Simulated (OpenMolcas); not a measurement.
Mo5+ with 4 ligands (fluoride) in square-planar coordination (D4h). Ligand basis ANO-RCC-VDZP.

```yaml
Program: OpenMolcas 26.06
Method: CASSCF
Basis: ANO-RCC-VTZP [7s6p4d2f1g]
Scalar_Hamiltonian: DKH2, point nucleus
Active_space: 1 electron in 5 orbitals (4d)
State_averaging: 2S+1 = 2 even, 5 roots
Spin-orbit_coupling: RASSI with atomic mean-field integrals over the reference wave functions
```

All ligands move together. At R = 1.77 Å the first state of the same spin is 6125 cm-1, and at R = 1.83 Å it is 4815 cm-1.

Q: A third run gives 9127 cm-1. What distance was it run at?

A: With a power law R^-n the two known points give n = -ln(4815 / 6125) / ln(1.83 / 1.77) = 7.22. Then R = 1.77 × (6125 / 9127)^(1/7.22) = 1.675 Å. The run was at 1.67 Å, so the estimate is off by +0.005 Å.

With metal d orbitals alone the field can be off either way by tens of per cent. Ligand-to-metal charge-transfer states are missing. The least metal-like active orbital is 70 % on the metal (Löwdin) and no ligand orbital is active, so the numbers are rough (holds for R = 1.67; R = 1.77). The least metal-like active orbital is 71 % on the metal (Löwdin) and no ligand orbital is active, so the numbers are rough (holds for R = 1.83). No measured value stands beside these numbers; the geometry was imposed, not optimised, and the real ion may take another.
